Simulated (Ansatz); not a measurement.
Molecule: GaH, charge 0, multiplicity 1. 
Geometry from a B3LYP-D3(BJ)/def2-TZVP (Ansatz, a quantum-chemistry and plane-wave program) optimisation:
```
Ga
H 1 1.6890
```
Charge 0, spin multiplicity 1.

Basis-set convergence of Hartree-Fock and MP2 correlation energies (hartree) with Ansatz. Valence correlation only, unless marked. No spin-orbit coupling. The frozen core is the preceding noble-gas configuration, with the filled d and f shells of earlier blocks. No relativistic terms.

```json
[
 {"basis": "cc-pVDZ", "functions": "32", "E(HF)": "-1923.76663", "E(corr, MP2)": "-0.05011"},
 {"basis": "cc-pVTZ", "functions": "57", "E(HF)": "-1923.83746", "E(corr, MP2)": "-0.05929"},
 {"basis": "cc-pVQZ", "functions": "98", "E(HF)": "-1923.84009", "E(corr, MP2)": "-0.06342"},
 {"basis": "cc-pV5Z", "functions": "159", "E(HF)": "-1923.84045", "E(corr, MP2)": "-0.06498"}
]
```

Extrapolating the two largest sets (X = 4 and 5) as X^-3: E(corr) = (125·(-0.06498) - 64·(-0.06342))/61 = -0.0666 Eh, an estimate of the basis-set limit. The largest set recovers 97.5 % of it, the smallest 75.2 %.
